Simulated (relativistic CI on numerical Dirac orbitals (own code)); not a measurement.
## Inner-shell lines of Se XXII

These numbers are calculated, not measured: Dirac-Coulomb-Breit CI, KLI orbitals optimised for each configuration, QED by a radiative potential, unscaled Slater integrals (own radial code, finite nucleus).

CI space (outside the closed core 1s2 2s2): 2p6 3s2 3p, 2p5 3s2 3p 3d, 2p5 3s2 3p 4s, 2p5 3s2 3p 4d, 2p5 3s 3p2 4s, 2p6 3s 3p2. Levels of other configurations are missing.

The table holds the strongest lines. The upper levels have an inner-shell vacancy. Auger decay, open to those above the ionisation limit, is not computed, and radiative decays to configurations outside the model are missing too. Absolute energies can be off by a few tenths of a per cent, so close lines can change order. LS names give the leading component, which can be well under half, for lower levels too. Brackets number the levels in order of energy.

```
 E (eV)                       Upper                   Lower   A (s⁻¹)  gA (s⁻¹)
1523.75   2p5 3s2 3p 3d 2D_5/2 [40]  2p6 3s2 3p 2P°_3/2 [2]  4.72e+12  2.83e+13
1525.30   2p5 3s2 3p 3d 2D_3/2 [29]  2p6 3s2 3p 2P°_1/2 [1]  6.89e+12  2.76e+13
1528.34   2p5 3s2 3p 3d 2P_3/2 [34]  2p6 3s2 3p 2P°_1/2 [1]  7.98e+12  3.19e+13
1530.37   2p5 3s2 3p 3d 2D_5/2 [44]  2p6 3s2 3p 2P°_3/2 [2]  2.00e+13  1.20e+14
1531.46   2p5 3s2 3p 3d 4D_1/2 [38]  2p6 3s2 3p 2P°_1/2 [1]  1.40e+13  2.81e+13
1532.33   2p5 3s2 3p 3d 2D_3/2 [39]  2p6 3s2 3p 2P°_1/2 [1]  6.77e+12  2.71e+13
1533.07   2p5 3s2 3p 3d 2P_3/2 [46]  2p6 3s2 3p 2P°_3/2 [2]  2.10e+13  8.40e+13
1534.54   2p5 3s2 3p 3d 2P_1/2 [41]  2p6 3s2 3p 2P°_1/2 [1]  3.11e+13  6.22e+13
1536.58   2p5 3s2 3p 3d 2D_5/2 [48]  2p6 3s2 3p 2P°_3/2 [2]  4.44e+12  2.66e+13
1537.02   2p5 3s2 3p 3d 2P_3/2 [49]  2p6 3s2 3p 2P°_3/2 [2]  2.33e+13  9.33e+13
1538.70   2p5 3s2 3p 3d 2S_1/2 [50]  2p6 3s2 3p 2P°_3/2 [2]  3.91e+13  7.81e+13
1540.89   2p5 3s2 3p 3d 2F_5/2 [52]  2p6 3s2 3p 2P°_3/2 [2]  1.16e+13  6.94e+13
1549.75   2p5 3s2 3p 3d 2D_3/2 [51]  2p6 3s2 3p 2P°_1/2 [1]  1.79e+13  7.16e+13
1562.83   2p5 3s2 3p 3d 2D_5/2 [65]  2p6 3s2 3p 2P°_3/2 [2]  5.45e+12  3.27e+13
1565.57   2p5 3s2 3p 3d 2D_5/2 [67]  2p6 3s2 3p 2P°_3/2 [2]  2.04e+13  1.22e+14
1566.69   2p5 3s2 3p 3d 2D_3/2 [59]  2p6 3s2 3p 2P°_1/2 [1]  5.15e+13  2.06e+14
1569.42   2p5 3s2 3p 3d 2D_3/2 [68]  2p6 3s2 3p 2P°_3/2 [2]  2.36e+13  9.46e+13
1571.47   2p5 3s2 3p 3d 2D_5/2 [69]  2p6 3s2 3p 2P°_3/2 [2]  1.74e+13  1.05e+14
1572.33   2p5 3s2 3p 3d 2P_1/2 [70]  2p6 3s2 3p 2P°_3/2 [2]  5.10e+13  1.02e+14
1572.83   2p5 3s2 3p 3d 2P_1/2 [66]  2p6 3s2 3p 2P°_1/2 [1]  5.25e+13  1.05e+14
1572.97   2p5 3s2 3p 3d 2D_3/2 [71]  2p6 3s2 3p 2P°_3/2 [2]  3.64e+13  1.45e+14
1577.65   2p5 3s2 3p 3d 2P_1/2 [74]  2p6 3s2 3p 2P°_3/2 [2]  1.78e+13  3.56e+13
1582.24   2p5 3s2 3p 3d 2D_3/2 [71]  2p6 3s2 3p 2P°_1/2 [1]  7.03e+12  2.81e+13
1582.29   2p5 3s2 3p 3d 2D_5/2 [75]  2p6 3s2 3p 2P°_3/2 [2]  2.01e+13  1.21e+14
1902.49  2p5 3s2 3p 4d 2P_1/2 [125]  2p6 3s2 3p 2P°_1/2 [1]  2.03e+13  4.06e+13
1902.58  2p5 3s2 3p 4d 2P_3/2 [157]  2p6 3s2 3p 2P°_3/2 [2]  9.22e+12  3.69e+13
1902.72  2p5 3s2 3p 4d 2D_3/2 [126]  2p6 3s2 3p 2P°_1/2 [1]  2.11e+13  8.46e+13
1904.17  2p5 3s2 3p 4d 2P_3/2 [162]  2p6 3s2 3p 2P°_3/2 [2]  1.23e+13  4.92e+13
1904.89  2p5 3s2 3p 4d 2S_1/2 [163]  2p6 3s2 3p 2P°_3/2 [2]  2.35e+13  4.70e+13
1904.95  2p5 3s2 3p 4d 2D_5/2 [164]  2p6 3s2 3p 2P°_3/2 [2]  1.25e+13  7.48e+13
1940.69  2p5 3s2 3p 4d 4F_3/2 [197]  2p6 3s2 3p 2P°_1/2 [1]  1.08e+13  4.31e+13
1942.38  2p5 3s2 3p 4d 2P_1/2 [199]  2p6 3s2 3p 2P°_1/2 [1]  1.78e+13  3.57e+13
1943.36  2p5 3s2 3p 4d 2P_3/2 [215]  2p6 3s2 3p 2P°_3/2 [2]  1.50e+13  6.01e+13
1944.11  2p5 3s2 3p 4d 2D_5/2 [217]  2p6 3s2 3p 2P°_3/2 [2]  1.60e+13  9.63e+13
1944.96  2p5 3s2 3p 4d 4P_1/2 [219]  2p6 3s2 3p 2P°_3/2 [2]  1.75e+13  3.49e+13
```
